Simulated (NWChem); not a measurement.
Species: AuH3O2; SMILES [OH2]->[Au][OH]

```xyz
6

Au     0.0093    -0.0458    -0.0009
O     -0.1049    -1.9945     0.0088
H      0.8231    -2.2988    -0.0632
O      0.0280     2.1232    -0.0026
H     -0.3984     2.4432     0.8178
H     -0.5416     2.4454    -0.7299
```
Atoms are numbered in this order, from 1.

All runs: NWChem. Geometry: optimised at PBE-D3(BJ)/def2-SVP. def2 effective core potentials on Au; no spin-orbit coupling. Ions are spin-unrestricted doublets at the neutral geometry; other ion states weren't tried. Functional: LC-ωPBE (HJS hole) with def2-SVP; rows give the range parameter ω in 1/bohr.

```csv
range parameter (1/bohr),"vertical ionisation energy, ΔSCF (eV)",−ε(HOMO) (eV),ΔSCF minus −ε(HOMO) (eV)
0.05,8.65,5.57,3.08
0.15,8.67,6.90,1.77
0.20,8.68,7.43,1.25
0.50,8.78,9.44,-0.66
0.60,?,?,?
```

Q: Some entries are withheld; supply them.

A: 
- 0.60, vertical ionisation energy, ΔSCF (eV): 8.76
- 0.60, −ε(HOMO) (eV): 9.83
- 0.60, ΔSCF minus −ε(HOMO) (eV): -1.07
